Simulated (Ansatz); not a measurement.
Input file for `O[SiH](O)[SiH2]Cl`:

```yaml
crystal:
  periodic: [false, false, false]
  atoms:
    - {symbol: O, position_ang: [-0.486273, 0.294757, -1.953435]}
    - {symbol: Si, position_ang: [-0.480656, -0.387312, -0.466160]}
    - {symbol: O, position_ang: [0.365576, -1.795741, -0.547445]}
    - {symbol: Si, position_ang: [0.570750, 1.146538, 0.958891]}
    - {symbol: Cl, position_ang: [0.703841, 0.169978, 2.785540]}
    - {symbol: H, position_ang: [-0.830181, -0.215697, -2.688987]}
    - {symbol: H, position_ang: [-1.861177, -0.687523, 0.017161]}
    - {symbol: H, position_ang: [0.273421, -2.416410, 0.177338]}
    - {symbol: H, position_ang: [-0.205374, 2.393393, 1.179318]}
    - {symbol: H, position_ang: [1.950062, 1.498027, 0.537769]}
basis:
  gaussian: {orbitals: def2-TZVPP}
correlation: {method: ccsd_t}
```

```sh
$ ansatz run in.yaml --threads 2 --pin off --events-out ev --progress --plain --max-ram 22528MiB --backend cuda --devices 0, --max-vram 18GiB
```

Output of Ansatz, abridged:

```
Functional definition: HF
1529 factors; integrals over basis functions are off by at most 1.0e-3 eV
mean field evaluation 1: about -32383.6659 eV, gradient 4.9e1 eV
mean field evaluation 2: about -32383.9864 eV, gradient 4.9e1 eV
mean field evaluation 4: about -32388.6519 eV, gradient 3.5e0 eV
mean field evaluation 8: about -32388.7225 eV, gradient 2.5e-1 eV
mean field -32388.72277858 eV, -1190.2636082479 hartree, gradient 6.8e-6 eV, S^2 0.000000; 0 other end points of the search recorded, 0 dependent functions left out
17 core orbitals not correlated: weight in the atoms' cores, before any rotation towards them, 1.000 or more for the frozen orbitals, at most 0.000 for the correlated occupied ones
reference -32388.72277858 eV, -1190.2636082479 hartree; 16, 16 occupied and 225, 225 virtual orbitals, 1529 factors
second order -24.72809477 eV of doubles, -0.00000000 eV of singles
cycle   1  -25.34105939 eV  change   -6.1e-1 eV  update   1.0e-1
cycle   2  -25.92840021 eV  change   -5.9e-1 eV  update   3.0e-2
cycle   3  -26.05283521 eV  change   -1.2e-1 eV  update   1.5e-2
cycle   4  -26.03792228 eV  change    1.5e-2 eV  update   3.5e-3
cycle   5  -26.03660563 eV  change    1.3e-3 eV  update   1.6e-3
cycle   6  -26.03732913 eV  change   -7.2e-4 eV  update   4.9e-4
cycle   7  -26.03708311 eV  change    2.5e-4 eV  update   2.0e-4
cycle   8  -26.03702918 eV  change    5.4e-5 eV  update   6.9e-5
cycle   9  -26.03706301 eV  change   -3.4e-5 eV  update   2.9e-5
perturbative correction -0.95916248 eV, -0.0352485710 hartree
Total energy: -32415.71900406 eV, -1191.2557012359 hartree
```

It took 2.4 s on 2 threads of an AMD EPYC 7R13 on a shared host and a share of an NVIDIA H100 80 GB, with 0.83 GiB of host memory at the peak.

Correlation energy per correlated electron: -0.844 eV. T1 diagnostic: 0.0114.
